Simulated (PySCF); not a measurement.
Harmonic spectrum computed at PBE0 in the def2-TZVPD basis family (core potentials from Rb on, PySCF, no spin–orbit coupling):

| ω (cm⁻¹) | IR (km/mol, summed over degenerate members) | degeneracy |
| --- | --- | --- |
| 536 | 4620 | 2 |
| 539 | 0.0 | 1 |
| 805 | 63.1 | 1 |
| 866 | 0.0 | 1 |
| 995 | 4310 | 2 |
| 1497 | 0.0 | 1 |
| 1600 | 0.0 | 1 |

Q: Which molecule gave it? In each, all ligands are bound to the one heavy central atom.
A. YH₄⁻ (singlet)
B. InH₄⁻ (singlet)
C. AlH₄⁻ (singlet)
D. BrH₄⁻ (singlet)
E. ScH₄⁻ (singlet)

A: D. It has D4h symmetry with Br–H 1.741 Å (×4).
